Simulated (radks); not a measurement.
Species: As. Configuration: [Ar] 3d10 4s2 4p3. All-electron calculation, scalar-relativistic Kohn-Sham, exchange-only LDA, spin-polarised, spherical densities, point nucleus; open shells are filled with parallel spins first. Program: a radial shooting solver on a logarithmic mesh with Libxc functionals.

Unscreened Slater integrals over Kohn-Sham orbitals (cm^-1). They are taken over the spin-up orbitals. Empty in this configuration: 5s.

integral    value
F0(4p,4p)   77979
F2(4p,4p)   39625
F0(4p,4s)   87538
G1(4p,4s)   55300
F0(4p,3d)  103630
F2(4p,3d)   18804
G1(4p,3d)  6614.7
G3(4p,3d)  5763.8
F0(4p,3p)  104290
F2(4p,3p)   16669
G0(4p,3p)  3898.8
G2(4p,3p)  4437.8
F0(4p,5s)   33359
G1(4p,5s)  2854.3
F0(4s,4s)  101790
F0(4s,3d)  130730
G2(4s,3d)   11798
F0(4s,3p)  131960
G1(4s,3p)  7916.6
F0(4s,5s)   34037
G0(4s,5s)  1206.6
F0(3d,3d)  297180
F2(3d,3d)  139270
F4(3d,3d)   87004
F0(3d,3p)  307180
F2(3d,3p)  145880
G1(3d,3p)  178170
G3(3d,3p)  109260
F0(3d,5s)   35476
G2(3d,5s)  573.66
F0(3p,3p)  320540
F2(3p,3p)  160080
F0(3p,5s)   35545
G1(3p,5s)  428.55
F0(5s,5s)   25277

Derived for the open shells (J is the average intra-shell exchange parameter used in DFT+U). 4p: J = F2/5 = 7925 cm^-1.
